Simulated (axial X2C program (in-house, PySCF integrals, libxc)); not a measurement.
What spin–orbit coupling does to BeTl⁻

All values were computed with an in-house relativistic program for diatomic molecules. Spin-free means the one-electron spin-free X2C Hamiltonian; two-component (2c) means X2C with spin–orbit coupling and atomic mean-field two-electron Coulomb and Gaunt terms, so the difference of the two also holds small scalar two-electron terms. Basis: Tl dyall-av3z [13s15p11d7f], Be dyall-av3z [9s9p4d2f] (cores contracted in-house); Gaussian nuclei, density fitting, unrestricted open shells. Masses: Tl 204.974 u, Be 9.012 u.

Spin-free state: M_S = 1, Λ = 0 (beyond evenly filled blocks: π+α, π-α); fragments Tl- + Be.

| level | Re (Å) | ωe (cm⁻¹) | De (eV) | μ (D) |
| --- | --- | --- | --- | --- |
| PBE0 | 2.440 | 347.8 | 1.217 | -5.03 |
| HF | 2.647 | 226.6 | 0.308 | -4.46 |
| BHandHLYP | 2.470 | 319.1 | 0.881 | -4.76 |
| LDA | 2.372 | 383.7 | 1.666 | -4.69 |

Dipoles are positive if Be is the positive end and refer to the centre of mass.

Two-component determinant lowest at the distance of the search:

Ω = 0 (closed shell); fragments Tl- + Be.

```csv
level,Re (Å),ωe (cm⁻¹),De (eV),μ (D)
PBE0,2.508,291.6,1.084,-5.77
HF,2.730,205.2,n/a,-5.86
BHandHLYP,2.557,265.8,0.776,-5.72
LDA,2.405,336.4,1.450,-5.32
```

**Question.** From the two tables, how do the constants change at the PBE0 level (2c against spin-free)?

**Answer.** At the PBE0 level Re increases by 0.068 Å and ωe drops by 56.2 cm⁻¹; De changes by -0.133 eV.

Occupations by symmetry block were frozen at the best pattern of an incomplete PBE0 search. Closed shells are restricted here (equal orbitals for both partners); the stretched side of such a curve lies too high. De is counted from the lowest determinant-based energies of the atoms at the same level, without counterpoise correction. De is not given where an atomic determinant may have missed its ground term or J level, or where the truncated virtual space spoils (T). Other states lie close and PBE0, whose exact exchange favours high spin, may order them wrongly; the determinant shown need not be the ground state. The nearest other spin-free determinant of the search, M_S = 1, Λ = 1, lies 0.23 eV up at the distance of the search. The 2c closed shell (π1/2)² is the Ω = 0⁺ component of the spin-free π² triplet, mixed with the ¹Σ⁺ state; no single spin-free determinant represents it. Some points did not converge and are left out. The highest occupied level of some functionals is positive through self-interaction error; at Hartree–Fock it is bound. The determinant is spin-polarised beyond a pure state at some levels (its spin-free form has ⟨S²⟩ too high), which makes Re and μ there less reliable. Hartree–Fock gets electron affinities wrong, so its lowest charge split need not be the true one.
